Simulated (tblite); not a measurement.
Compound: C7H11F3O.
Z-matrix (Å and degrees, GFN2-xTB geometry), rows numbered from 1:
```
C 
C   1  1.5294
C   2  1.5266  1  110.11
C   2  1.5352  1  108.76  3   122.71
F   4  1.3763  2  109.08  1    55.02
C   4  1.5535  2  115.91  1   175.64
C   6  1.5273  4  111.27  2  -167.56
F   6  1.3807  4  107.83  2    73.34
C   6  1.5180  4  110.26  2   -45.89
O   9  1.1778  6  128.02  4   -77.92
F   9  1.3535  6  111.89  4   101.97
H   1  1.0881  2  110.38  3   -58.71
H   1  1.0865  2  109.80  3    60.95
H   1  1.0868  2  110.79  3  -179.15
H   2  1.0962  1  108.44  3  -120.03
H   3  1.0878  2  110.38  1    67.67
H   3  1.0869  2  109.35  1   -51.53
H   3  1.0853  2  112.19  1  -171.33
H   4  1.0992  2  110.51  1   -61.64
H   7  1.0876  6  109.59  4  -174.65
H   7  1.0873  6  109.57  4   -55.06
H   7  1.0860  6  109.47  4    65.20
```

Calculated harmonic vibrations of the isolated species, GFN2-xTB (tblite), most abundant isotopes, no scaling. This tight-binding method is rough: wavenumbers can miss measured ones by several per cent, in bad cases by 10 to 20. One conformer, not necessarily the lowest.

Harmonic wavenumbers (cm⁻¹): 38.2, 64.2, 76.7, 121.5, 164.7, 179.4, 207.5, 212.4, 225.7, 264.3, 289.9, 320.2, 340.8, 381.8, 406.3, 463.1, 494.3, 546.5, 569.4, 702.2, 750.5, 879.6, 928.4, 950.8, 957.9, 981.3, 999.0, 1018.4, 1054.2, 1106.8, 1147.4, 1150.3, 1158.4, 1175.2, 1182.9, 1258.7, 1278.0, 1312.2, 1336.3, 1391.4, 1413.4, 1430.5, 1458.8, 1470.6, 1487.9, 1495.2, 1498.9, 1508.9, 1866.2, 2901.3, 2936.5, 3032.7, 3039.9, 3045.6, 3046.2, 3048.9, 3051.7, 3054.6, 3066.7, 3074.6.

A = 1373, B = 918.3, C = 809.9 MHz; mass 168.076 u (most abundant isotopes); point group C1, symmetry number 1.

Question: Zero-point energy?

Answer: Half the sum of the wavenumbers: 37508 cm⁻¹ = 448.70 kJ/mol.

Question: Give the ideal-gas entropy at 273.15 K and 1 bar in the rigid-rotor, harmonic-oscillator model (classical rotation).

Answer: Translation 170.95, rotation 124.98, vibration 151.82: S = 447.7 J/(mol K).

Question: And Cp and H(273.15 K) − H(0)?

Answer: Cp = 185.51 J/(mol K), of which vibrations give 152.25 (their classical limit is 60 R = 498.9); H(273.15 K) − H(0) = 31.05 kJ/mol without the zero-point energy, 21.97 from vibrations.

Question: What must be added to the electronic energy to get the Gibbs energy at 273.15 K and 1 bar?

Answer: ZPE + [H(273.15 K) − H(0)] − T·S = 448.70 + 31.05 − 122.30 = 357.45 kJ/mol.

Question: How do the functions run with temperature in this model?

Answer: 
```csv
T (K),S (J/(mol K)),Cp (J/(mol K)),H − H(0) (kJ/mol),G − H(0) (kJ/mol),ln q(vib)
50,257.3,61.4,2.24,-10.62,0.75
100,310.8,96.7,6.21,-24.87,2.34
298.15,464.5,197.3,35.84,-102.65,9.47
373.15,512.6,232.1,51.96,-139.31,12.06
500,588.0,284.1,84.81,-209.18,16.31
750,718.2,357.6,165.73,-372.94,24.17
1000,828.1,405.2,261.49,-566.60,31.36
```

q(vib) and H(0) count from the zero-point level.

Question: Which modes carry the vibrational entropy at 273.15 K?

Answer: 38.2 cm⁻¹: 21.66; 64.2 cm⁻¹: 17.37; 76.7 cm⁻¹: 15.91; 121.5 cm⁻¹: 12.17; 164.7 cm⁻¹: 9.75; 179.4 cm⁻¹: 9.09 J/(mol K); the other 54 give 65.88 together.

Question: Blend soft modes into free rotors: weight 1/[1 + (100 cm⁻¹/ν̃)⁴] for the oscillator and the rest for a rotor with moment μB/(μ + B), μ = h/(8π²ν), B = 10⁻⁴⁴ kg m². What vibrational entropy results?

Answer: 139.84 J/(mol K) in place of 151.82, which changes −T·S at 273.15 K by +3.27 kJ/mol.

Hindered rotation and anharmonicity are outside this model. Other conformers, if any are populated, would add a mixing term that is left out. The structure is chiral; the term R ln 2 for an equal mix with its mirror image is left out.
